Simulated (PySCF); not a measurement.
# Computed records: CH₆BO, B₂H₄NO, CH₅B₂O, BH₆OSi and others

Computed with PySCF 2.14.0. Calculation on a computer-drawn molecule: the log of a Hartree-Fock and frozen-core CCSD(T) single point meant for a local Hartree-Fock minimum, with one planted fault or none, to be diagnosed. Offsets are logged minus clean, where the clean run is the same molecule without the fault. The reference is restricted for singlets and unrestricted otherwise, and also for a bond in bohr or an excited solution. Adding or removing an electron swaps singlet and doublet. The excited solution moves the top pair (singlet) or top alpha electron (doublet) to the lowest empty orbital. Highest occupied and lowest empty are orbital energies over both spins, largest force is the largest gradient component, triples share is (T) over the correlation energy, the T1 limit is 0.02 restricted and 0.045 unrestricted, electrons count all cores, a negative frequency is imaginary (commonest isotopes), and the dipole is about the centre of nuclear charge.

Common to all runs: logged SCF converged yes; logged CC converged yes; logged SCF stable within its kind yes; possible faults no fault, one electron removed, one electron added, multiplicity raised by two, geometry at a saddle point, SCF held on an excited solution, minimal basis STO-3G, one bond length entered in bohr, all coordinates scaled.

(1) CH₆BO

Logged structure:
```xyz
9
CH6BO
B      0.0940    -0.3588    -0.4649
C      0.4885    -1.1647     0.9081
O     -0.6623    -1.5800     1.6801
H     -0.5628     0.6702    -0.1765
H     -0.6128    -1.0926    -1.1967
H      1.1265    -0.0294    -1.0845
H      1.0670    -2.0749     0.6966
H      1.1089    -0.5529     1.5778
H     -1.4141    -1.2819     1.1988
```

- meant charge: -1
- meant multiplicity: 1
- meant basis: aug-cc-pVDZ
- logged electrons: 26
- logged basis functions: 21
- logged spin squared: 0
- logged highest occupied: -2.3852 eV
- logged lowest empty: 22.14 eV
- logged largest force: 0.04932 hartree/bohr
- logged T1 diagnostic: 0.0058282
- logged D1 diagnostic: 0.018265
- logged triples share: 0.0071142
- logged dipole magnitude: 4.0516 debye
- logged energy HF: -138.97202 hartree
- logged energy CCSD(T): -139.14554 hartree
- planted fault: minimal basis STO-3G
- HF energy offset from clean run: 1210 kcal/mol
- CCSD(T) energy offset from clean run: 1442 kcal/mol

Drawn bonds:
| atom | other atom | order |
| --- | --- | --- |
| 1 | 2 | 1 |
| 2 | 3 | 1 |
| 1 | 4 | 1 |
| 1 | 5 | 1 |
| 1 | 6 | 1 |
| 2 | 7 | 1 |
| 2 | 8 | 1 |
| 3 | 9 | 1 |

(2) CH₆BO

Logged structure:
```xyz
9
CH6BO
B      0.0855    -0.3262    -0.4226
C      0.4440    -1.0587     0.8254
O     -0.6020    -1.4362     1.5272
H     -0.5115     0.6092    -0.1604
H     -0.5571    -0.9932    -1.0878
H      1.0240    -0.0267    -0.9858
H      0.9699    -1.8861     0.6332
H      1.0080    -0.5026     1.4342
H     -1.2854    -1.1653     1.0897
```

* meant charge: -1
* meant multiplicity: 1
* meant basis: aug-cc-pVDZ
* logged electrons: 26
* logged basis functions: 123
* logged spin squared: 0
* logged highest occupied: -5.1078 eV
* logged lowest empty: 3.9322 eV
* logged largest force: 0.12885 hartree/bohr
* logged T1 diagnostic: 0.011874
* logged D1 diagnostic: 0.028862
* logged triples share: 0.027069
* logged dipole magnitude: 3.5521 debye
* logged energy HF: -140.83038 hartree
* logged energy CCSD(T): -141.36015 hartree
* planted fault: all coordinates scaled, by -9.1 %
* HF energy offset from clean run: 43.8 kcal/mol
* CCSD(T) energy offset from clean run: 51.92 kcal/mol

Drawn bonds:
| atom | other atom | order |
| --- | --- | --- |
| 1 | 2 | 1 |
| 2 | 3 | 1 |
| 1 | 4 | 1 |
| 1 | 5 | 1 |
| 1 | 6 | 1 |
| 2 | 7 | 1 |
| 2 | 8 | 1 |
| 3 | 9 | 1 |

(3) B₂H₄NO

Logged structure:
```xyz
8
B2H4NO
B      1.4810    -2.1427    -2.5324
N      2.2462    -2.5693    -1.1929
B      1.8248    -3.4316    -0.2376
O      1.4714    -4.2039     0.6401
H      1.2855    -0.9150    -2.5267
H      0.4031    -2.7470    -2.5619
H      2.1717    -2.4468    -3.5203
H      3.1421    -2.1539    -1.0429
```

* meant charge: -1
* meant multiplicity: 1
* meant basis: aug-cc-pVDZ
* logged electrons: 30
* logged basis functions: 24
* logged spin squared: 0
* logged highest occupied: -1.1948 eV
* logged lowest empty: 16.4 eV
* logged largest force: 0.037695 hartree/bohr
* logged T1 diagnostic: 0.018116
* logged D1 diagnostic: 0.058995
* logged triples share: 0.04481
* logged dipole magnitude: 4.6253 debye
* logged energy HF: -178.64222 hartree
* logged energy CCSD(T): -178.88256 hartree
* planted fault: minimal basis STO-3G
* HF energy offset from clean run: 1572 kcal/mol
* CCSD(T) energy offset from clean run: 1810 kcal/mol

Drawn bonds:
| atom | other atom | order |
| --- | --- | --- |
| 1 | 2 | 1 |
| 2 | 3 | 1 |
| 3 | 4 | 2 |
| 1 | 5 | 1 |
| 1 | 6 | 1 |
| 1 | 7 | 1 |
| 2 | 8 | 1 |

(4) CH₅B₂O

Logged structure:
```xyz
9
CH5B2O
B     -0.3577    -2.4941    -1.5201
O      0.0820    -0.9784    -1.3378
B      1.1741    -0.3772    -1.4987
C      2.3787     0.3631    -1.6614
H     -0.7391    -2.8833    -0.4163
H      0.6157    -3.1339    -1.9201
H     -1.2750    -2.4953    -2.3409
H      3.0944     0.4694    -0.8567
H      2.6472     0.8120    -2.6087
```

- meant charge: -1
- meant multiplicity: 1
- meant basis: aug-cc-pVDZ
- logged electrons: 30
- logged basis functions: 25
- logged spin squared: 0
- logged highest occupied: 0.10532 eV
- logged lowest empty: 15.22 eV
- logged largest force: 0.048867 hartree/bohr
- logged T1 diagnostic: 0.020203
- logged D1 diagnostic: 0.069038
- logged triples share: 0.034773
- logged dipole magnitude: 2.6504 debye
- logged energy HF: -162.81812 hartree
- logged energy CCSD(T): -163.06166 hartree
- planted fault: minimal basis STO-3G
- HF energy offset from clean run: 1412 kcal/mol
- CCSD(T) energy offset from clean run: 1634 kcal/mol

Drawn bonds:
| atom | other atom | order |
| --- | --- | --- |
| 1 | 2 | 1 |
| 2 | 3 | 1 |
| 3 | 4 | 2 |
| 1 | 5 | 1 |
| 1 | 6 | 1 |
| 1 | 7 | 1 |
| 4 | 8 | 1 |
| 4 | 9 | 1 |

Notes: T1 above single-reference limit; highest electron not bound in this basis.

(5) BH₆OSi

Logged structure:
```xyz
9
BH6OSi
B     -1.8243    -1.1908    -2.5105
Si    -1.8140     0.8228    -2.2693
O     -0.2318     1.4797    -2.2813
H     -2.9881    -1.6132    -2.4946
H     -1.2845    -1.4472    -3.5993
H     -1.1690    -1.6904    -1.5812
H     -2.5423     1.6462    -3.3070
H     -2.4090     1.3694    -0.9917
H      0.4074     0.7987    -2.4028
```

- meant charge: -1
- meant multiplicity: 1
- meant basis: aug-cc-pV(D+d)Z
- logged electrons: 34
- logged basis functions: 132
- logged spin squared: 2.0081
- logged highest occupied: 0.92324 eV
- logged lowest empty: 1.4933 eV
- logged largest force: 0.099999 hartree/bohr
- logged T1 diagnostic: 0.054011
- logged D1 diagnostic: 0.32252
- logged triples share: 0.031127
- logged dipole magnitude: 9.4247 debye
- logged energy HF: -391.88157 hartree
- logged energy CCSD(T): -392.36808 hartree
- planted fault: multiplicity raised by two
- HF energy offset from clean run: 93.15 kcal/mol
- CCSD(T) energy offset from clean run: 104.6 kcal/mol

Drawn bonds:
| atom | other atom | order |
| --- | --- | --- |
| 1 | 2 | 1 |
| 2 | 3 | 1 |
| 1 | 4 | 1 |
| 1 | 5 | 1 |
| 1 | 6 | 1 |
| 2 | 7 | 1 |
| 2 | 8 | 1 |
| 3 | 9 | 1 |

Notes: T1 above single-reference limit; highest electron not bound in this basis.

(6) BH₅NSi

Logged structure:
```xyz
8
BH5NSi
B      0.4986     2.8734    -0.2226
Si     1.9549     1.4950     0.0279
N      2.8990     0.6635    -0.9943
H      0.2856     3.1221    -1.4032
H     -0.4915     2.3954     0.3457
H      0.8903     3.8654     0.4056
H      2.2302     1.1626     1.4917
H      3.5546     0.0284    -0.5721
```

* meant charge: -1
* meant multiplicity: 1
* meant basis: aug-cc-pV(D+d)Z
* logged electrons: 31
* logged basis functions: 123
* logged spin squared: 0.9083
* logged highest occupied: -9.6844 eV
* logged lowest empty: -2.3367 eV
* logged largest force: 0.068639 hartree/bohr
* logged T1 diagnostic: 0.079704
* logged D1 diagnostic: 0.4107
* logged triples share: 0.043892
* logged dipole magnitude: 2.6635 debye
* logged energy HF: -370.8322 hartree
* logged energy CCSD(T): -371.28098 hartree
* planted fault: one electron removed
* HF energy offset from clean run: 85.82 kcal/mol
* CCSD(T) energy offset from clean run: 98.44 kcal/mol

Drawn bonds:
| atom | other atom | order |
| --- | --- | --- |
| 1 | 2 | 1 |
| 2 | 3 | 2 |
| 1 | 4 | 1 |
| 1 | 5 | 1 |
| 1 | 6 | 1 |
| 2 | 7 | 1 |
| 3 | 8 | 1 |

Notes: T1 above single-reference limit.

(7) BH₄OSi

Logged structure:
```xyz
7
BH4OSi
B     -0.3710     2.0070     1.7471
Si    -0.4398     2.2001    -0.2565
O      0.5712     2.4560    -1.3810
H     -1.1497     2.8792     2.1545
H     -0.8702     0.8928     1.9536
H      0.7541     2.1178     2.2167
H     -1.8587     2.0555    -0.7971
```

* meant charge: -1
* meant multiplicity: 1
* meant basis: aug-cc-pV(D+d)Z
* logged electrons: 32
* logged basis functions: 114
* logged spin squared: 2.0293
* logged highest occupied: -0.69142 eV
* logged lowest empty: 3.8949 eV
* logged largest force: 0.11185 hartree/bohr
* logged T1 diagnostic: 0.079691
* logged D1 diagnostic: 0.45704
* logged triples share: 0.039241
* logged dipole magnitude: 3.739 debye
* logged energy HF: -390.7302 hartree
* logged energy CCSD(T): -391.1863 hartree
* planted fault: multiplicity raised by two
* HF energy offset from clean run: 69.2 kcal/mol
* CCSD(T) energy offset from clean run: 83.42 kcal/mol

Drawn bonds:
| atom | other atom | order |
| --- | --- | --- |
| 1 | 2 | 1 |
| 2 | 3 | 2 |
| 1 | 4 | 1 |
| 1 | 5 | 1 |
| 1 | 6 | 1 |
| 2 | 7 | 1 |

Notes: T1 above single-reference limit.

(8) BH₄OSi

Logged structure:
```xyz
7
BH4OSi
B     -0.3973     2.1495     1.8712
Si    -0.4711     2.3563    -0.2747
O      0.6117     2.6304    -1.4791
H     -1.2313     3.0836     2.3075
H     -0.9320     0.9562     2.0923
H      0.8076     2.2682     2.3741
H     -1.9907     2.2014    -0.8537
```

* meant charge: -1
* meant multiplicity: 1
* meant basis: aug-cc-pV(D+d)Z
* logged electrons: 32
* logged basis functions: 114
* logged spin squared: 0
* logged highest occupied: -4.9699 eV
* logged lowest empty: 3.8658 eV
* logged largest force: 0.064721 hartree/bohr
* logged T1 diagnostic: 0.023209
* logged D1 diagnostic: 0.075483
* logged triples share: 0.039755
* logged dipole magnitude: 1.9583 debye
* logged energy HF: -390.81551 hartree
* logged energy CCSD(T): -391.30544 hartree
* planted fault: all coordinates scaled, by +7.1 %
* HF energy offset from clean run: 15.67 kcal/mol
* CCSD(T) energy offset from clean run: 8.659 kcal/mol

Drawn bonds:
| atom | other atom | order |
| --- | --- | --- |
| 1 | 2 | 1 |
| 2 | 3 | 2 |
| 1 | 4 | 1 |
| 1 | 5 | 1 |
| 1 | 6 | 1 |
| 2 | 7 | 1 |

Notes: T1 above single-reference limit.

(9) B₂H₃

Logged structure:
```xyz
5
B2H3
B     -0.0584    -0.6571     0.6060
B     -0.3229     0.3559     1.8146
H      0.1372    -1.4049    -0.2895
H     -1.4236     0.4655     2.2843
H      0.5774     1.0145     2.2618
```

- meant charge: 0
- meant multiplicity: 2
- meant basis: cc-pVDZ
- logged electrons: 12
- logged basis functions: 43
- logged spin squared: 0
- logged highest occupied: -20.062 eV
- logged lowest empty: -7.2173 eV
- logged largest force: 0.048897 hartree/bohr
- logged T1 diagnostic: 0.012893
- logged D1 diagnostic: 0.03188
- logged triples share: 0.018685
- logged dipole magnitude: 2.6328 debye
- logged energy HF: -50.72918 hartree
- logged energy CCSD(T): -50.89296 hartree
- planted fault: one electron removed
- HF energy offset from clean run: 183.7 kcal/mol
- CCSD(T) energy offset from clean run: 197 kcal/mol

Drawn bonds:
| atom | other atom | order |
| --- | --- | --- |
| 1 | 2 | 1 |
| 1 | 3 | 1 |
| 2 | 4 | 1 |
| 2 | 5 | 1 |

(10) B₂H₃

Logged structure:
```xyz
5
B2H3
B     -0.0564    -0.6347     0.5854
B     -0.3119     0.3438     1.7529
H      0.1326    -1.3572    -0.2797
H     -1.3752     0.4497     2.2066
H      0.5578     0.9800     2.1849
```

* meant charge: 0
* meant multiplicity: 2
* meant basis: cc-pVDZ
* logged electrons: 13
* logged basis functions: 43
* logged spin squared: 0.7567
* logged highest occupied: -8.9021 eV
* logged lowest empty: 1.2453 eV
* logged largest force: 0.020325 hartree/bohr
* logged T1 diagnostic: 0.017843
* logged D1 diagnostic: 0.048575
* logged triples share: 0.023418
* logged dipole magnitude: 1.3624 debye
* logged energy HF: -51.01779 hartree
* logged energy CCSD(T): -51.20137 hartree
* planted fault: ?

Drawn bonds:
| atom | other atom | order |
| --- | --- | --- |
| 1 | 2 | 1 |
| 1 | 3 | 1 |
| 2 | 4 | 1 |
| 2 | 5 | 1 |

To be estimated
1. B₂H₃ (entry 10): planted fault?

Answers
1. all coordinates scaled, by -3.4 %

Further results for B₂H₃ (entry 10):

* HF energy offset from clean run: 2.567 kcal/mol
* CCSD(T) energy offset from clean run: 3.491 kcal/mol
